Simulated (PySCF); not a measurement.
## Tb³⁺ (terbium, charge +3) across methods

[Xe] 4f8, high-spin 7F determinant. Computed with PySCF 2.14 in ANO-RCC-VTZP, with scalar relativity by spin-free X2C-1e.

```
method   E (hartree)  mean ε 5p β (eV)  mean ε 4f α (eV)  mean ε 4f β (eV)  Σ⟨r²⟩ (bohr²)    ⟨S²⟩
   UHF  -11702.47469           -57.629           -48.412           -40.775          34.54  12.007
   PBE     -11706.41           -51.678           -36.107           -31.347          34.77  12.003
  PBE0     -11706.32           -53.513           -39.367           -33.955          34.64  12.004
   LDA     -11698.01           -51.986           -36.402           -31.321          34.78  12.003
```

Problem. Estimate the same row for r2SCAN.

Solution. E (hartree) = -11706.66; mean ε 5p β (eV) = -52.234; mean ε 4f α (eV) = -36.425; mean ε 4f β (eV) = -31.255; Σ⟨r²⟩ (bohr²) = 34.65; ⟨S²⟩ = 12.006.

Spin-orbit coupling, absent here, splits the open shell strongly.
